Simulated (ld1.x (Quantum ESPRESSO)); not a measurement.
## zinc (Zn), TM: configuration errors across variants

zinc, norm-conserving Troullier–Martins (Kleinman–Bylander form), made with ld1.x (Quantum ESPRESSO) 7.5 (PBE, scalar-relativistic). Core [Ne], reference 3s2 3p6 3d10 4s1 4p1. Waves: 3s (bound): rc 1.00 bohr; 3p (bound): rc 0.95 bohr; 3d (bound): rc 1.50 bohr. Local part: all-electron potential smoothed inside 1.35 bohr (lloc = -1). Core correction: none.

Occupied shells without a wave of their own: 4p, 4s. They enter only through the test configuration that unscreens the potential.

All-electron excitation energies from the reference (eV): (1) 3s2 3p6 3d10 4s2 4p0 -5.086; (2) 3s2 3p6 3d10 4s1 4p0 4.802; (3) 3s2 3p6 3d10 4s0 4p0 23.245; (4) 3s2 3p6 3d10 4s0 4p2 5.472; (5) 3s2 3p6 3d9 4s2 4p0 12.815; (6) 3s2 3p6 3d10 4s1.5 4p0 -1.146; (7) 3s2 3p6 3d9 4s0 4p0 63.778.

For the base: The 4p, 4s levels have no wave, so the channel is fitted at the deeper level alone: the likely source of the large errors.

On the changes marked as counting shells twice: ld1.x takes every shell without a wave as core, so the model core holds the marked electrons as well and exchange and correlation see them twice. This cancels in the reference configuration, but the file is broken for other ones, and its errors say nothing about a proper core correction.

2 further variants failed, have other tests or another functional or relativity, and are left out.

The file “base” misses its own reference levels by 0.7 eV. The file “wave 3p (bound): rc 0.95 bohr becomes 3p (bound): rc 1.32 bohr” misses its own reference levels by 0.7 eV. The file “wave 3s (bound): rc 1.00 bohr becomes 3s (bound): rc 1.30 bohr” misses its own reference levels by 0.8 eV. The file “core correction a·sin(br)/r model core inside 0.52 bohr (4p, 4s counted twice)” misses its own reference levels by 0.7 eV. The file “type RRKJ; local potential the s channel; rho0 0.005” misses its own reference levels by 0.7 eV.

Errors AE − PS in meV (a dash: test not solved or not reliable):

```csv
change,(1),(2),(3),(4),(5),(6),(7),bound ghosts
base,+628,+105,-784,-786,+1156,+408,-1199,none
wave 3p (bound): rc 0.95 bohr becomes 3p (bound): rc 1.32 bohr,+634,+121,-756,-798,+1177,+419,-1154,none
"all radii scaled by about 0.78 (s 0.78, p 0.74, d 1.18 bohr); local potential all-electron potential smoothed inside 1.06 bohr (lloc = -1)",-189,+9.9,+337,+224,-306,-104,+482,none
local potential all-electron potential smoothed inside 1.60 bohr (lloc = -1),-122,+257,+805,+92,+9.4,+47,+1182,none
local potential all-electron potential smoothed inside 1.00 bohr (lloc = -1),+21,-10,-54,-21,+69,+6.9,-114,none
wave 3s (bound): rc 1.00 bohr becomes 3s (bound): rc 1.30 bohr,+768,+104,-1007,-955,+1351,+488,-1507,none
"core correction a·sin(br)/r model core inside 0.52 bohr (4p, 4s counted twice)",+594,-48,-1298,-817,+1062,+344,-1920,none
type RRKJ; local potential the s channel; rho0 0.005,+554,-128,-1206,-638,+921,+259,-1851,none
```

Give the same row for: wave 3d (bound): rc 1.50 bohr becomes 3d (bound): rc 1.78 bohr.

+627, +106, -788, -788, +1230, +408, -1187; bound ghosts: none.
